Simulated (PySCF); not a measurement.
Choosing a molecule for a target property.

Species are written as SMILES; each is one conformer at its optimised geometry, gas phase, non-relativistic unless stated; the electronic structure was computed with PySCF and density fitting.

Dipoles, sizes and rotational constants follow the conformer. The torsions of the flexible species, by atom-mapped SMILES:
- `[CH2:1]=[CH:2]/[CH:3]=[CH:4]\[B:5]([CH3:6])[CH3:7]`: C1–C2–C3–C4 179°, C3–C4–B5–C6 -23°
- `[CH3:1][CH:2]=[C:3]=[CH:4][B:5]([CH3:6])[CH3:7]`: C3–C4–B5–C6 -176°
- `[BH2:1]/[C:2](=[CH:3]/[CH3:4])[C:5](=[CH2:6])[CH3:7]`: B1–C2–C5–C6 118°
- `[CH2:1]=[CH:2][CH2:3][BH:4][CH:5]1[CH2:6][CH2:7]1`: C1–C2–C3–B4 -110°, C2–C3–B4–C5 2°, C3–B4–C5–C6 147°

The conformers of `C=C[C@@H]1BCCC1`, `C/N=C/[SiH]1N[SiH2]N[SiH2]N1` and `C=CB1CCCC1` aren't listed.

**Question.** Wanted: static isotropic polarisability between 92 au and 150 au (wB97X-D/def2-SVPD) and lowest triplet excitation (Tamm–Dancoff) below 3 eV (TDA wB97X-D/def2-SVPD), at PBE0-D3(BJ)/def2-SVP geometries. Which candidate meets both?
A. `B/C(=C/C)C(=C)C`
B. `B(C)(C)/C=C\C=C`
C. `B[C@]12CC[C@H]1CC2`
D. `C=C[C@@H]1BCCC1`
E. `S=C=[N][Ti]([Cl])([Cl])[N]=C=S`
F. `N1[SiH2]N[SiH2]N[SiH]1/C=N/C`
G. `CC=C=CB(C)C`

**Answer.** B. Computed values:
| species | static isotropic polarisability | lowest triplet excitation (Tamm–Dancoff) |
| --- | --- | --- |
| B[C@]12CC[C@H]1CC2 | 79.4 au | 5.58 eV |
| C=C[C@@H]1BCCC1 | 84.7 au | 4.34 eV |
| B/C(=C/C)C(=C)C | 90.9 au | 3.39 eV |
| CC=C=CB(C)C | 93.5 au | 4.15 eV |
| B(C)(C)/C=C\C=C | 97.4 au | 2.87 eV |
| N1[SiH2]N[SiH2]N[SiH]1/C=N/C | 127.9 au | 3.73 eV |
| S=C=[N][Ti]([Cl])([Cl])[N]=C=S | 179.6 au | 3.05 eV |

**Question.** Wanted: HOMO–LUMO gap between 9.3 eV and 10 eV (wB97X-D/def2-SVPD) and vertical ionisation energy below 9.6 eV (ΔSCF wB97X-D/def2-SVPD), at PBE0-D3(BJ)/def2-SVP geometries. Which candidate meets both?
A. `C=CB1CCCC1`
B. `C=C[C@@H]1BCCC1`
C. `C=CCBC1CC1`
D. `B/C(=C/C)C(=C)C`
E. `C(=C)/C=C\B(C)C`

**Answer.** B. Computed values:
```
        species  HOMO–LUMO gap  vertical ionisation energy
C(=C)/C=C\B(C)C        8.60 eV                     8.73 eV
B/C(=C/C)C(=C)C        8.78 eV                     8.83 eV
C=C[C@@H]1BCCC1        9.87 eV                     9.01 eV
     C=CCBC1CC1       10.09 eV                     9.18 eV
     C=CB1CCCC1       10.30 eV                    10.02 eV
```
